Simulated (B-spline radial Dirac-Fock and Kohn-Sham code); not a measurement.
## Isotope-shift constants of the inner levels of Pb

System: the Pb atom, 1s2 2s2 2p6 3s2 3p6 3d10 4s2 4p6 4d10 4f14 5s2 5p6 5d10 6s2 6p2.

The run's input, task.json:

```json
{"items": [{
  "Z": 82,
  "q": 0,
  "cfg": [[1, 0, 2], [2, 0, 2], [2, 1, 6], [3, 0, 2], [3, 1, 6], [3, 2, 10], [4, 0, 2], [4, 1, 6], [4, 2, 10], [4, 3, 14], [5, 0, 2], [5, 1, 6], [5, 2, 10], [6, 0, 2], [6, 1, 2]],
  "A": 208,
  "rrms": 5.5012,
  "do": "isoshift",
  "isotopes": [[182, 181.992673537, 5.3788], [183, 182.991862527, 5.3869], [184, 183.988135634, 5.393], [185, 184.98761, 5.3984], [186, 185.984239409, 5.4027], [187, 186.983910842, 5.4079], [188, 187.980879079, 5.4139], [189, 188.980843658, 5.4177], [190, 189.978081872, 5.4222], [191, 190.978216455, 5.4229], [192, 191.975789598, 5.43], [193, 192.976135914, 5.431], [194, 193.974011788, 5.4372], [195, 194.974516167, 5.4389], [196, 195.972787552, 5.4444], [197, 196.973434737, 5.4446], [198, 197.97201545, 5.4524], [199, 198.97291262, 5.4529], [200, 199.971818546, 5.4611], [201, 200.972870431, 5.4629], [202, 201.972151613, 5.4705], [203, 202.973390617, 5.4727], [204, 203.973043506, 5.4803], [205, 204.974481682, 5.4828], [206, 205.97446521, 5.4902], [207, 206.975896821, 5.4943], [208, 207.976652005, 5.5012], [209, 208.981089978, 5.51], [210, 209.984188381, 5.5208], [211, 210.988735288, 5.529], [212, 211.991895891, 5.5396], [214, 213.999803521, 5.5577]]
}]}
```

Command: `python xray2_run.py task.json out`

Method: first-order field-shift and mass-shift constants from Dirac-Fock ground and hole states with a Fermi nucleus; the mass shift has no relativistic recoil terms. Computed with a radial finite-basis atomic code. A binding energy shifts by δE = F·δ⟨r²⟩ + (K_N + K_S)·δ(1/M); F is taken for a change of radius at fixed skin thickness and so holds the higher radial moments.

```tsv
level	F (meV/fm²)
K (1s)	-1690
L1 (2s)	-258.3
L2 (2p1/2)	-8.406
L3 (2p3/2)	9.895
M1 (3s)	-59.48
M2 (3p1/2)	-2.009
M3 (3p3/2)	2.884
M4 (3d3/2)	2.698
M5 (3d5/2)	2.544
```

The mass shift is not given and not included below: at this Z its relativistic corrections are large. It matters little for K lines but can be comparable with the field shift of L lines.

Field shifts alone in meV from A = 208 (mass 207.9767 u, rms radius 5.5012 fm); radii from Angeli and Marinova (2013).

```tsv
A	mass (u)	radius (fm)	Kα1	Kα2	Kβ1	Lα1
185	184.9876	5.3984	+1904.7	+1884.2	+1896.8	-8.2
186	185.9842	5.4027	+1825.7	+1806.1	+1818.2	-7.9
187	186.9839	5.4079	+1730.2	+1711.6	+1723.0	-7.5
188	187.9809	5.4139	+1619.8	+1602.4	+1613.1	-7.0
190	189.9781	5.4222	+1466.9	+1451.1	+1460.9	-6.3
193	192.9761	5.431	?	?	?	?
195	194.9745	5.4389	+1158.6	+1146.1	+1153.8	-5.0
199	198.9729	5.4529	+899.4	+889.7	+895.7	-3.9
207	206.9759	5.4943	+129.0	+127.6	+128.4	-0.6
209	208.9811	5.51	-164.7	-162.9	-164.0	+0.7
```

Q: What are the shifts for A = 193?

A: Kα1 +1304.6 meV; Kα2 +1290.5 meV; Kβ1 +1299.2 meV; Lα1 -5.6 meV.
